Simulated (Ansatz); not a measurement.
F2GeH2N (`[NH2][Ge]([F])[F]`) radical. Charge 0, multiplicity 2.

```xyz
6

N     0.205    0.319   -0.869
Ge   -0.167   -0.604    0.673
F    -1.697    0.013    1.213
F     1.006   -0.050    1.827
H    -0.479    0.180   -1.604
H     1.132    0.141   -1.239
```

Task: List the harmonic frequencies (cm⁻¹, unscaled) at PBE0-D4/def2-TZVP in Ansatz. (An estimate is asked.)

Result: Ansatz gave: 118, 205, 259, 263, 580, 663, 697, 705, 860, 1564, 3536, 3638.

Task: Is this a minimum?

Result: Yes, all 12 modes are real.

Task: Give the ideal-gas thermochemistry at 298.15 K and 1 bar (rigid rotor, harmonic oscillator; point group Cs, symmetry number 1).

Result: Zero-point energy 78.3 kJ/mol; H(298) − E = 95.5 kJ/mol; entropy 324.1 J/(mol·K), of which translation 169.2, rotation 106.6, vibration 42.5, electronic 5.8; G(298) − E = -1.1 kJ/mol.

Task: And at 400, 500, 600, 800 and 1000 K?

Result: 
| T (K) | H − E (kJ/mol) | S (J/mol/K) | G − E (kJ/mol) |
| --- | --- | --- | --- |
| 400 | 104.3 | 349.4 | -35.4 |
| 500 | 113.8 | 370.4 | -71.5 |
| 600 | 123.7 | 388.6 | -109.4 |
| 800 | 144.8 | 418.8 | -190.3 |
| 1000 | 166.8 | 443.4 | -276.6 |
